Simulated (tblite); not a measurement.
Compound: C7H14OSi.
Structure used (GFN2-xTB), in Å, numbered top down from 1:
```
atom  x, y, z in Å
C1     3.8637    0.5420   -0.0496
C2     2.7819    0.9536    0.5947
O3     1.4893    0.6210    0.3762
C4     1.1424   -0.0217   -0.7854
C5     0.0283   -0.7389   -0.8752
C6    -0.9249   -0.9690    0.2458
C7    -1.4494   -2.4023    0.2297
Si8   -2.3587    0.3043    0.1400
C9    -1.6535    2.0581    0.2528
H10    4.8313    0.9015    0.2436
H11    3.8339   -0.1576   -0.8658
H12    2.8431    1.6348    1.4344
H13    1.8041    0.1330   -1.6286
H14   -0.2268   -1.1716   -1.8306
H15   -0.3887   -0.8007    1.1844
H16   -2.1412   -2.5648    1.0529
H17   -1.9739   -2.6091   -0.7007
H18   -0.6310   -3.1152    0.3244
H19   -3.2887    0.0454    1.2490
H20   -3.0697    0.1217   -1.1338
H21   -2.4460    2.7993    0.2686
H22   -1.0120    2.2767   -0.5957
H23   -1.0586    2.1864    1.1519
```

All values are computed: GFN2-xTB (tblite) harmonic vibrations without scaling, gas phase. Errors from tens to a few hundred cm⁻¹ against measured bands are possible. Modes of hydrogen on silicon can be 10 to 20 % off. One conformer, not necessarily the lowest.

Harmonic wavenumbers (cm⁻¹): 28.1, 37.6, 47.4, 105.4, 118.0, 123.0, 170.4, 206.7, 217.1, 270.0, 290.2, 346.8, 465.9, 479.2, 531.1, 578.4, 636.8, 658.1, 673.4, 711.3, 764.8, 784.8, 801.1, 825.2, 827.4, 843.2, 874.2, 930.4, 977.0, 987.5, 1005.3, 1021.6, 1100.9, 1141.0, 1175.4, 1205.1, 1248.5, 1277.1, 1307.3, 1342.5, 1371.3, 1401.7, 1416.2, 1481.6, 1485.9, 1505.9, 1512.3, 1683.3, 1707.3, 2198.4, 2209.0, 2942.1, 3007.1, 3025.7, 3034.2, 3035.3, 3041.6, 3044.7, 3048.5, 3055.2, 3086.8, 3128.1, 3164.9.

A = 2130, B = 736.5, C = 598.5 MHz; mass 142.081 u (most abundant isotopes); point group C1, symmetry number 1.

**Question.** What is the zero-point energy?

**Answer.** ½Σν̃ = 40861 cm⁻¹ = 116.83 kcal/mol.

**Question.** Give the ideal-gas entropy at 500 K and 1 bar in the rigid-rotor, harmonic-oscillator model (classical rotation).

**Answer.** Translation 43.36, rotation 31.76, vibration 68.60: S = 143.7 cal/(mol K).

**Question.** And Cp and H(500 K) − H(0)?

**Answer.** Cp = 69.32 cal/(mol K), of which vibrations give 61.37 (their classical limit is 63 R = 125.2); H(500 K) − H(0) = 20.47 kcal/mol without the zero-point energy, 16.50 from vibrations.

**Question.** Blend soft modes into free rotors: weight 1/[1 + (100 cm⁻¹/ν̃)⁴] for the oscillator and the rest for a rotor with moment μB/(μ + B), μ = h/(8π²ν), B = 10⁻⁴⁴ kg m². What vibrational entropy results?

**Answer.** 61.32 cal/(mol K) in place of 68.60, which changes −T·S at 500 K by +3.64 kcal/mol.

**Question.** Which modes carry the vibrational entropy at 500 K?

**Answer.** 28.1 cm⁻¹: 6.99; 37.6 cm⁻¹: 6.41; 47.4 cm⁻¹: 5.95; 105.4 cm⁻¹: 4.37; 118.0 cm⁻¹: 4.14; 123.0 cm⁻¹: 4.06 cal/(mol K); the other 57 give 36.69 together.

**Question.** How do the functions run with temperature in this model?

**Answer.** 
```json
{"T (K)": "50", "S (cal/(mol K))": "63.9", "Cp (cal/(mol K))": "16.7", "H − H(0) (kcal/mol)": "0.61", "G − H(0) (kcal/mol)": "-2.58", "ln q(vib)": "1.42"}
{"T (K)": "100", "S (cal/(mol K))": "77.7", "Cp (cal/(mol K))": "23.6", "H − H(0) (kcal/mol)": "1.62", "G − H(0) (kcal/mol)": "-6.14", "ln q(vib)": "3.55"}
{"T (K)": "298.15", "S (cal/(mol K))": "113.8", "Cp (cal/(mol K))": "47.3", "H − H(0) (kcal/mol)": "8.59", "G − H(0) (kcal/mol)": "-25.33", "ln q(vib)": "11.02"}
{"T (K)": "373.15", "S (cal/(mol K))": "125.4", "Cp (cal/(mol K))": "56.3", "H − H(0) (kcal/mol)": "12.48", "G − H(0) (kcal/mol)": "-34.30", "ln q(vib)": "13.63"}
{"T (K)": "750", "S (cal/(mol K))": "175.6", "Cp (cal/(mol K))": "87.6", "H − H(0) (kcal/mol)": "40.26", "G − H(0) (kcal/mol)": "-91.40", "ln q(vib)": "25.91"}
{"T (K)": "1000", "S (cal/(mol K))": "202.5", "Cp (cal/(mol K))": "99.7", "H − H(0) (kcal/mol)": "63.77", "G − H(0) (kcal/mol)": "-138.75", "ln q(vib)": "33.25"}
```

q(vib) and H(0) count from the zero-point level.

**Question.** What must be added to the electronic energy to get the Gibbs energy at 500 K and 1 bar?

**Answer.** ZPE + [H(500 K) − H(0)] − T·S = 116.83 + 20.47 − 71.86 = 65.44 kcal/mol.

Hindered rotation and anharmonicity are outside this model. Other conformers, if any are populated, would add a mixing term that is left out. The structure is chiral; the term R ln 2 for an equal mix with its mirror image is left out.
